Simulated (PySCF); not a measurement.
## Spin-state energies of [Ru(OH)6]2-

The complex [Ru(OH)6]2- (charge -2) contains Ru(IV), shell d4. The structure is a PBE0-D3(BJ)/def2-SVP, IEF-PCM water geometry optimised for multiplicity 3; coordination octahedral, point group Ci, metal–donor distances 1.98–2.00 Å.

The d shell alone is too small an active space for [Ru(OH)6]2- (an active orbital has only 0.59 squared overlap with the free ion's shell): its levels, fitted parameters, g values and moments show what this model gives and aren't sound predictions.

```
13

Ru    0.0000    0.0000    0.0000
O     0.0425    1.9821    0.0506
H     0.0352    2.1756    0.9984
O    -0.0425   -1.9821   -0.0506
H    -0.0352   -2.1756   -0.9984
O     0.0058    0.0511    2.0047
H     0.1883   -0.8565    2.2781
O    -0.0058   -0.0511   -2.0047
H    -0.1883    0.8565   -2.2781
O     1.9847    0.0425    0.0057
H     2.1394    0.9925    0.0974
O    -1.9847   -0.0425   -0.0057
H    -2.1394   -0.9925   -0.0974
```

Method (PySCF 2.14, density fitting): CASSCF(4,5) with orbitals averaged over all microstates of the shell, strongly contracted NEVPT2 on the averaged canonical orbitals; basis x2c-TZVPall on the metal, x2c-SVPall elsewhere; spin-free X2C; IEF-PCM water; spin-orbit coupling by state interaction with the mean-field operator over all roots.

The unrestricted Kohn–Sham energies use the same basis, Hamiltonian, solvent and geometry. All energies are vertical, in cm⁻¹ above the lowest state with 2S+1 = 5; a negative value means that the lower spin is more stable. A dash marks a spin without a sound unrestricted solution.

```csv
method,2S+1 = 3,2S+1 = 1
CASSCF,-16138,-7113
NEVPT2,-24246,-16392
TPSSh,-24382,–
B3LYP,-23824,–
PBE0,-22924,–
```

**Question.** How does exact exchange act on the 2S+1 = 3 state?

**Answer.** From TPSSh (10 % exact exchange) to PBE0 (25 %) it moves by +1458 cm⁻¹ against the high-spin state, so more exact exchange favours high spin, the usual trend.

The functionals differ in more than their exact exchange.

The active space of the d orbitals alone lacks metal–ligand bonding pairs, which usually tilts NEVPT2 towards high spin.
